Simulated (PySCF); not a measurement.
Spin states of LiCa

Unrestricted PBE0; PySCF, no relativity, basis sets Li 3-21G, Ca 3-21G. Outer shells of the fragments: Li 2s1; Ca 4s2.

Followed along the bond (rough minima from three points):

```csv
2Ms+1,unpaired,⟨S²⟩ at the start,R at minimum (Å),Te (eV)
2,σ ↑,0.77,3.51,0.00
2,π ↑,0.76,3.08,0.86
4,"σ ↑↑, π ↑",3.75,3.54,1.74
```

Solutions found at the starting distance of 2.875 Å, counted from the lowest of them; the search is not exhaustive and high or unbound solutions are not listed, so other states can lie among these:

```tsv
2Ms+1	unpaired	term	E (eV)	⟨S²⟩	⟨Lz²⟩	μ (D)
2	σ ↑	²Σ⁺	0.00	0.77	0.00	-0.96
2	π ↑	²Π	0.63	0.76	1.00	-0.43
4	σ ↑↑, π ↑	⁴Π	1.73	3.75	1.00	-1.93
4	σ ↑, π ↑↑	⁴Σ⁻	2.33	3.75	0.00	0.02
2	σ ↑↑, π ↓	mixed	2.37	1.75	1.00	-2.04
4	σ ↑↑↑	⁴Σ⁺	2.64	3.75	0.00	5.58
```

A term symbol is given only where ⟨S²⟩ and ⟨Lz²⟩ are close to those of a pure state; real π, δ and φ orbitals otherwise mix terms. A positive dipole means Li(−)Ca(+).

Compare the gap between the two lowest followed solutions at the starting distance with the gap between their minima.

At PBE0 the second solution (doublet, unpaired electrons π ↑) lies +0.63 eV from the first (doublet, unpaired electrons σ ↑) at 2.875 Å and +0.86 eV at the minima; the two curves relax by different amounts, since their minima lie near 3.08 and 3.51 Å.

Counting both spins, an empty level lies below a filled one in some of these solutions, because spin and occupation are held. 3-21G is very small, so such numbers show the basis as much as the molecule.
